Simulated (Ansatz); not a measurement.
A nudged elastic band was laid between two geometries of AlBH8SSi2 (13 atoms, charge 0, multiplicity 1).

All numbers below come from RKS revPBE/STO-3G in Ansatz.

```yaml
movable_images: 9
climbing_image: yes
spring: 5.0 eV/Å²
optimiser: quadratic models (default)
start_path: IDPP
force_threshold: 0.05 eV/Å
iteration_limit: 44
end_points: relaxed
```

First end point:

```xyz
13
Properties=species:S:1:pos:R:3
B -0.396 -1.044 1.710
Si -0.298 -1.008 -0.247
Si 1.828 -0.358 -0.786
S -1.843 0.107 -1.248
Al -1.693 2.020 -0.375
H -0.868 -0.165 2.345
H 0.061 -1.952 2.318
H -0.416 -2.376 -0.755
H 2.026 -0.381 -2.232
H 2.114 0.996 -0.326
H 2.814 -1.250 -0.185
H -0.608 2.331 0.638
H -2.702 3.046 -0.841
```

Last end point:

```xyz
13
Properties=species:S:1:pos:R:3
B -1.370 -0.527 0.914
Si 0.199 -1.253 0.041
Si 2.220 -0.318 -0.394
S -1.529 -0.446 -1.074
Al -1.453 1.576 -0.215
H -1.223 0.618 1.373
H -2.191 -1.128 1.496
H 0.192 -2.677 -0.288
H 2.331 0.111 -1.785
H 2.484 0.835 0.458
H 3.261 -1.310 -0.148
H -0.099 2.244 -0.242
H -2.801 2.242 -0.122
```

Problem. Which bonds break or form, and what moves?

Solution. Bonds formed: B1–S4. The dihedral H6–B1–Si2–Si3 goes from 99 to -4°.

Problem. What energy profile does the band end with?

Solution. It converged. The highest image is number 3 of 0 to 10, 0.014 eV above the first end and 1.375 eV above the last; the last end lies 1.362 eV below the first. A vibrational analysis at the climbing image gives one clearly imaginary mode, 114i cm⁻¹: a first-order saddle point. Limits of this set-up: minimal basis.

| image | path coordinate (Å) | energy (eV) | B1–S4 (Å) | dihedral H6–B1–Si2–Si3 (°) |
| --- | --- | --- | --- | --- |
| 0 | 0.00 | 0.000 | 3.49 | 99 |
| 1 | 0.33 | 0.003 | 3.46 | 89 |
| 2 | 0.65 | 0.011 | 3.40 | 78 |
| 3 | 0.98 | 0.014 | 3.31 | 68 |
| 4 | 1.57 | -0.027 | 2.99 | 51 |
| 5 | 2.17 | -0.370 | 2.42 | 26 |
| 6 | 2.76 | -0.858 | 2.04 | -1 |
| 7 | 3.36 | -0.955 | 2.03 | -6 |
| 8 | 3.96 | -1.145 | 2.02 | -6 |
| 9 | 4.55 | -1.348 | 2.00 | -6 |
| 10 | 5.15 | -1.362 | 2.00 | -4 |

Problem. What is the geometry of the highest image?

Solution. 
```xyz
13
Properties=species:S:1:pos:R:3
B -0.571 -1.025 1.696
Si -0.171 -1.069 -0.221
Si 1.927 -0.307 -0.696
S -1.776 -0.019 -1.217
Al -1.661 1.951 -0.464
H -0.685 0.006 2.268
H -0.774 -2.005 2.326
H -0.247 -2.433 -0.744
H 2.121 -0.169 -2.136
H 2.188 0.995 -0.093
H 2.935 -1.237 -0.200
H -0.549 2.372 0.475
H -2.717 2.905 -0.979
```

Problem. What are the harmonic wavenumbers there?

Solution. 114i, 30, 69, 117, 140, 187, 241, 252, 456, 548, 574, 591, 600, 623, 636, 714, 772, 873, 903, 928, 966, 1018, 1092, 1097, 1359, 2402, 2456, 2564, 2564, 2619, 2624, 2884, 3020 cm⁻¹.

The band took 13 iterations and of the order of 6 core-minutes.

The run took 6.2 min on 1 thread of Arm Neoverse V1 (shared host), peak memory 0.11 GiB.
